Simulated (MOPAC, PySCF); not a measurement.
C$_{2}$H$_{3}$B, SMILES `BC#C`, neutral singlet in the gas phase. 

Cartesian coordinates (Å):
```xyz
6

B     -0.9690     0.2070    -0.4782
C      0.3175    -0.0690     0.2646
C      1.3430    -0.2876     0.8599
H     -1.1548     1.2782    -0.9523
H     -1.7832    -0.6494    -0.5819
H      2.2490    -0.4805     1.3856
```
Charge 0, multiplicity 1.

All levels are single points at this geometry (M06-2X/def2-TZVP); Pople sets use spherical d functions. Orbital energies aren't observables, and empty levels follow the basis.

M06-2X/6-31G* in PySCF gives gap (eV) = 7.99.

Estimate the gap (eV) from each of these levels: M06-2X/def2-TZVP in PySCF; BP86/6-31G* in PySCF; SVWN5/6-31G* in PySCF; AM1 in MOPAC; PM7 in MOPAC.


```csv
level,gap (eV)
M06-2X/def2-TZVP in PySCF,7.88
BP86/6-31G* in PySCF,3.58
SVWN5/6-31G* in PySCF,3.40
AM1 in MOPAC,11.22
PM7 in MOPAC,9.74
```
